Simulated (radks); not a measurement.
Spherical quantum dot in the effective-mass picture: electrons in a well V = -V0 / (1 + exp((r - R)/a)) with V0 = 24.7, R = 2.52, a = 0.11, with a point charge +1 (a donor) at the centre, all in effective atomic units (hartree* = m*/eps^2 hartree, bohr* = eps/m* bohr), one dielectric constant everywhere. Calculated with a radial shooting solver with Libxc functionals: non-relativistic Kohn-Sham, exchange-only LDA, spin-polarised, spherical densities. Levels are named by radial order and angular momentum (1s, 1p, 1d, 2s, ...), and open shells are averaged over m. Results are scaled to m* = 0.079 and eps = 14.7, for which hartree* = 9.948 meV and bohr* = 9.847 nm.

N = 23, configuration 1s2 1p6 1d10 2s2 1f(up 3, down 0). This is the lowest configuration that the search found. Occupied and some empty levels:

| level | occupation | eigenvalue (meV) | <r> (nm) |
|---|---|---|---|
| 1s up | 1 | -124.66 | 15.57 |
| 1s down | 1 | -124.09 | 15.46 |
| 1p up | 3 | -119.69 | 16.93 |
| 1p down | 3 | -119.04 | 16.89 |
| 1d up | 5 | -112.14 | 17.74 |
| 1d down | 5 | -111.45 | 17.73 |
| 2s up | 1 | -103.18 | 10.90 |
| 2s down | 1 | -102.94 | 10.95 |
| 1f up | 3 | -102.19 | 18.39 |
| 1f down | 0 | -101.47 | 18.38 |
| 1g up | 0 | -90.058 | 18.92 |
| 1g down | 0 | -89.332 | 18.92 |
| 2p up | 0 | -86.924 | 13.43 |
| 2p down | 0 | -86.583 | 13.43 |
| 2d up | 0 | -70.958 | 14.89 |
| 2d down | 0 | -70.544 | 14.87 |

Energy (meV): total -3941.02, kinetic 469.73, external -5671.0, Hartree 1388.0, exchange-correlation -127.74.
